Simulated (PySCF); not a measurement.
SMILES O=C(O)CB(O)O at its GFN2-xTB optimised geometry (Å):

```
12

O     -0.3790    -1.5727    -0.0355
C      0.2592    -0.5433     0.0000
O      1.5947    -0.5433     0.0000
C     -0.3363     0.8220     0.0000
B     -1.4527     0.9425    -1.1717
O     -2.1766    -0.1237    -1.5601
O     -1.6482     2.1503    -1.7299
H      1.9367    -1.4513    -0.0270
H      0.4455     1.5727    -0.0725
H     -0.8597     0.9623     0.9473
H     -1.9367    -0.9488    -1.1205
H     -2.3314     2.1694    -2.4015
```

Calculation: PySCF with PBE/def2-TZVP. Cells within 0.4 Å of a nucleus heavier than hydrogen are left out (blank, or x).

Map of the electrostatic potential (hartree/e), clipped to [-0.08, 0.12] on the plane z = 0.0 Å:

```
|222222222222222222333333333|
|222222222222222233333333333|
|222222211222223333333333333|
|222222211222233333333333333|
|222222222222334443333333222|
|222222222333346654333332222|
|323333333445589995433322222|
|233334455679999997433222222|
|233344677999999998432222222|
|223345789999999996422222222|
|22334579999xxx9985321112222|
|22233468999xxx9986421112222|
|222234568999999999962112222|
|222233456899999999999322223|
|2222334456999xx999xx9833333|
|2222334445999xxx9xxx9954333|
|22233444349999x999x99975443|
|222334432599x99999999996544|
|22333332279xxx9999999997544|
|22233322159xx99679999997544|
|222222210299995347999986544|
|222222210014420135789876544|
|222222211000000124566655444|
|222222211000000123455554444|
|222222211110011223344444443|
|222222221111111223334444433|
|222222222211122223333333333|
```
Scale: ten equal steps from -0.053 (start of '0') to 0.120 (end of '9'), in the order '0123456789'; x runs from -4.00 to 4.00, y from -4.00 (bottom) to 4.00 (top).
